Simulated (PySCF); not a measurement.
A mixed set of molecules.

All values: PBE0/def2-SVPD (PySCF) at GFN2-xTB geometries, gas phase, one conformer each. Core orbitals are frozen in the response; Δα² is half the sum of the squared differences of the principal polarisabilities.

Question: Rank by polarisability anisotropy Δα, lowest first.
A. `[CH3:1][SiH2:2][CH2:3][C:4]#[C:5][SiH3:6]` with C1–Si2–C3–C4 -56°
B. `[CH3:1][C:2]#[C:3][CH2:4][SiH2:5][SiH3:6]` with C3–C4–Si5–Si6 -54°
C. `[F:1][C:2]([F:3])=[C:4]([F:5])[c:6]1[cH:7][n:8][s:9][cH:10]1` with C2–C4–C6–C7 0°
D. `C1[Si@H](O[SiH2]C=1C)C#C`

Answer: B (5.71 Å³), D (6.22 Å³), A (7.62 Å³), C (10.23 Å³).

Question: Rank by dipole moment, lowest first.
A. `[F:1][C:2]([F:3])=[C:4]([F:5])[c:6]1[cH:7][n:8][s:9][cH:10]1` with C2–C4–C6–C7 0°
B. `[CH3:1][C:2]#[C:3][CH2:4][SiH2:5][SiH3:6]` with C3–C4–Si5–Si6 -54°
C. `C([Si@H]1O[SiH2]C(=C1)C)#C`
D. `[CH3:1][SiH2:2][CH2:3][C:4]#[C:5][SiH3:6]` with C1–Si2–C3–C4 -56°

Answer: B (0.55 D), A (1.02 D), D (1.25 D), C (1.85 D).

All values together:

```
                   SMILES   formula  μ (D)  HOMO (eV)  LUMO (eV)  α (Å³)  Δα (Å³)  electrons  α per electron (Å³)
        CC#CC[SiH2][SiH3]  C4H10Si2   0.55      -6.99      -0.02   15.65     5.71         62                0.252
C#C[Si@@H]1C=C(C)[SiH2]O1  C5H8OSi2   1.85      -7.81      -0.67   15.70     6.22         74                0.212
        C[SiH2]CC#C[SiH3]  C4H10Si2   1.25      -7.36       0.20   15.40     7.62         62                0.248
        FC(F)=C(F)c1cnsc1  C5H2F3NS   1.02      -7.12      -1.58   12.86    10.23         82                0.157
```

Conformers: `[CH3:1][C:2]#[C:3][CH2:4][SiH2:5][SiH3:6]` with C3–C4–Si5–Si6 -54°; `[CH3:1][SiH2:2][CH2:3][C:4]#[C:5][SiH3:6]` with C1–Si2–C3–C4 -56°; `[F:1][C:2]([F:3])=[C:4]([F:5])[c:6]1[cH:7][n:8][s:9][cH:10]1` with C2–C4–C6–C7 0°.
